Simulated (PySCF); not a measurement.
Compound: C5H5F3Si.
Z-matrix (Å and degrees, GFN2-xTB geometry), rows numbered from 1:
```
F 
Si  1  1.5887
F   2  1.5902  1  103.52
F   2  1.5890  1  104.77  3  -108.67
C   2  1.8521  1  114.39  3   126.12
C   5  1.3511  2  127.19  1   140.07
C   6  1.4876  5  110.11  2   179.56
C   7  1.4915  6  102.69  5     0.01
C   8  1.3371  7  109.57  6     0.00
H   6  1.0743  5  126.62  2    -0.54
H   7  1.0923  6  111.70  5  -120.26
H   7  1.0923  6  111.75  5   120.19
H   8  1.0741  7  123.14  6  -179.98
H   9  1.0742  5  123.20  2     0.64
```

Computed, not measured: TDDFT CAM-B3LYP/def2-SVPD, vertical, gas phase, core orbitals frozen in the response (PySCF).

Kohn–Sham orbitals with the atoms that hold most of them (Löwdin shares over 4%, at most four atoms; ? is withheld):

```json
{"orbital": "LUMO+2", "ε (eV)": "1.65", "atoms": "C7 18%, Si2 18%, H12 12%, H11 12%"}
{"orbital": "LUMO+1", "ε (eV)": "0.98", "atoms": "Si2 34%, C6 10%, C7 6%, C9 6%"}
{"orbital": "LUMO", "ε (eV)": "-0.41", "atoms": "?"}
{"orbital": "HOMO", "ε (eV)": "?", "atoms": "?"}
{"orbital": "HOMO-1", "ε (eV)": "-10.84", "atoms": "C5 27%, C9 22%, C7 13%, C6 12%"}
{"orbital": "HOMO-2", "ε (eV)": "-11.72", "atoms": "C5 28%, Si2 14%, C7 12%, C6 11%"}
{"orbital": "HOMO-3", "ε (eV)": "-12.28", "atoms": "C8 27%, C7 25%, C9 13%, C6 8%"}
```

(1) Give the leading atoms of the HOMO.

(2) Which atoms hold the LUMO, and with what shares?

(3) What is the HOMO energy, and the HOMO–LUMO gap?

Results:

(1) C8 (bonded to 2 C and H) 28%; C6 (bonded to 2 C and H) 22%; C9 (bonded to 2 C and H) 20%; C5 (bonded to 2 C and Si) 16%.

(2) C6 (bonded to 2 C and H) 26%; C5 (bonded to 2 C and Si) 20%; C8 (bonded to 2 C and H) 12%; C9 (bonded to 2 C and H) 11%.

(3) ε(HOMO) = -8.48 eV; the gap is 8.07 eV (0.2964 hartree).

Question: How does S1 compare with the orbital gap of 8.07 eV?

Answer: S1 is at 5.05 eV (f = 0.058), 3.02 eV below the gap, made of HOMO→LUMO (98%). Without the coupling terms of the response equations the lowest excitation would equal the gap.

Question: One configuration dominates each of S1, S2 and S4. Which, and how do the shares of the two leading atoms of either orbital change from the occupied to the empty one?

Answer: 
- S1 (5.05 eV, f 0.058), HOMO→LUMO (98%): C8 28% → 12%, C6 22% → 26%, C5 16% → 20%
- S2 (6.63 eV, f 0.0001), HOMO→LUMO+1 (87%): C8 28% → at most 7%, C6 22% → 10%, Si2 at most 15% → 34%
- S4 (7.28 eV, f 0.0008), HOMO-2→LUMO (91%): C5 28% → 20%, Si2 14% → at most 11%, C6 11% → 26%

Löwdin shares depend on the basis, the more so with diffuse functions.
